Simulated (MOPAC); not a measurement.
Job for MOPAC: PM3 on BH3Se (SMILES B[SeH]), a point of a torsion scan.

```
PM3 1SCF PRECISE CHARGE=0 THREADS=1
BH3Se

B     -0.64308039 1    -0.02700311 1     0.10348656 1
Se     1.10437883 1    -0.65555940 1     0.38142332 1
H     -1.45064303 1    -0.78392289 1    -0.26721408 1
H     -0.85330114 1     1.12155166 1     0.10685399 1
H      1.84028908 1     0.55720377 1     0.10912913 1
```

The log:

```
*******************************************************************************
 **                                                                           **
 **                              MOPAC v23.2.5                                **
 **                                                                           **
 *******************************************************************************
 ** MOPAC's Digital Object Identifier: https://doi.org/10.5281/zenodo.6511958 **
 **                                                                           **
 ** Please cite the open-source release paper for use of this MOPAC version:  **
 ** J. E. Moussa and J. J. P. Stewart (2026)                                  **
 ** MOPAC: An open-source semiempirical molecular orbital program             **
 ** J. Open Source Softw., 11(119), 8025, https://doi.org/10.21105/joss.08025 **
 *******************************************************************************

                              PM3 CALCULATION RESULTS

 *******************************************************************************
 *  PM3        - The PM3 Hamiltonian to be used
 *
 *
 *
 *                 CHARGE ON SYSTEM = 0
 *
 *
 *
 *  PRECISE    - TIGHTER CRITERIA TO BE USED
 *  1SCF       - DO 1 SCF AND THEN STOP
 *  THREADS=1  - MULTI-THREADING NOT USED
 *  T=         - A TIME OF 172800.0 SECONDS REQUESTED
 *  DUMP=N     - RESTART FILE WRITTEN EVERY 7200.0 SECONDS REQUESTED
 *******************************************************************************
PM3 1SCF PRECISE CHARGE=0 THREADS=1
 BH3Se

   ATOM   CHEMICAL          X               Y               Z
  NUMBER   SYMBOL      (ANGSTROMS)     (ANGSTROMS)     (ANGSTROMS)

     1       B         -0.64308039  *  -0.02700311  *   0.10348656  *
     2      Se          1.10437883  *  -0.65555940  *   0.38142332  *
     3       H         -1.45064303  *  -0.78392289  *  -0.26721408  *
     4       H         -0.85330114  *   1.12155166  *   0.10685399  *
     5       H          1.84028908  *   0.55720377  *   0.10912913  *



          CARTESIAN COORDINATES

    NO.       ATOM           X           Y           Z

     1         B         -0.6431     -0.0270      0.1035
     2        Se          1.1044     -0.6556      0.3814
     3         H         -1.4506     -0.7839     -0.2672
     4         H         -0.8533      1.1216      0.1069
     5         H          1.8403      0.5572      0.1091

  H: (PM3): J. J. P. STEWART, J. COMP. CHEM. 10, 209 (1989).
  B: (PM3): J. J. P. STEWART, J. MOL. MOD., 10, 155-164 (2004)
 Se: (PM3): J. J. P. STEWART, J. COMP. CHEM. 12, 320-341 (1991).

           Empirical Formula: H3 B Se  =     5 atoms



      MOLECULAR POINT GROUP   :   C1


      RHF CALCULATION, NO. OF DOUBLY OCCUPIED LEVELS = 6


 -------------------------------------------------------------------------------
 PM3 1SCF PRECISE CHARGE=0 THREADS=1
 BH3Se



     1SCF WAS SPECIFIED, SO BFGS WAS NOT USED
     SCF FIELD WAS ACHIEVED


                              PM3 CALCULATION
                                                       MOPAC v23.2.5 Linux




          FINAL HEAT OF FORMATION =         30.73574 KCAL/MOL =     128.59836 KJ/MOL


          COSMO AREA              =         86.36 SQUARE ANGSTROMS
          COSMO VOLUME            =         70.25 CUBIC ANGSTROMS

          IONIZATION POTENTIAL    =         10.451216 EV
          HOMO LUMO ENERGIES (EV) =        -10.451 -0.831
          NO. OF FILLED LEVELS    =          6
          MOLECULAR WEIGHT        =         92.7937         POINT GROUP:  C1

          MOLECULAR DIMENSIONS (Angstroms)

            Atom       Atom       Distance
            H     5    H     3     3.57358
            H     4   Se     2     2.38940
            H     5   Se     2     0.33591


          SCF CALCULATIONS        =          1





   ATOM   CHEMICAL          X               Y               Z
  NUMBER   SYMBOL      (ANGSTROMS)     (ANGSTROMS)     (ANGSTROMS)

     1       B         -0.64308039  *  -0.02700311  *   0.10348656  *
     2      Se          1.10437883  *  -0.65555940  *   0.38142332  *
     3       H         -1.45064303  *  -0.78392289  *  -0.26721408  *
     4       H         -0.85330114  *   1.12155166  *   0.10685399  *
     5       H          1.84028908  *   0.55720377  *   0.10912913  *

                             CARTESIAN COORDINATES

   1    B       -0.643080390    -0.027003110     0.103486560
   2   Se        1.104378830    -0.655559400     0.381423320
   3    H       -1.450643030    -0.783922890    -0.267214080
   4    H       -0.853301140     1.121551660     0.106853990
   5    H        1.840289080     0.557203770     0.109129130


           Empirical Formula: H3 B Se  =     5 atoms



      MOLECULAR POINT GROUP   :   C1


                  EIGENVALUES
 -23.95093 -18.98367 -15.17650 -13.24606 -11.04932 -10.45122  -0.83099  -0.24000
   0.38815   4.00799   4.30724


              NET ATOMIC CHARGES AND DIPOLE CONTRIBUTIONS

  ATOM NO.   TYPE          CHARGE      No. of ELECS.   s-Pop       p-Pop
    1          B          -0.270776        3.2708     1.05917     2.21160
    2         Se           0.152816        5.8472     1.81240     4.03479
    3          H           0.072398        0.9276     0.92760
    4          H           0.047261        0.9527     0.95274
    5          H          -0.001699        1.0017     1.00170
 DIPOLE           X         Y         Z       TOTAL
 POINT-CHG.     0.934    -0.469     0.076     1.048
 HYBRID        -0.435     1.420    -0.168     1.494
 SUM            0.499     0.951    -0.092     1.078


          ATOMIC ORBITAL ELECTRON POPULATIONS

     Atom    s        px        py        pz
    1  B   1.05917   0.91735   1.02082   0.27343
    2 Se   1.81240   1.10700   1.19108   1.73671
    3  H   0.92760
    4  H   0.95274
    5  H   1.00170

 **********************
 *                    *
 * JOB ENDED NORMALLY *
 *                    *
 **********************




 == MOPAC DONE ==
```

The run finished.

Cost: about 0.020 core-seconds (a rough figure).
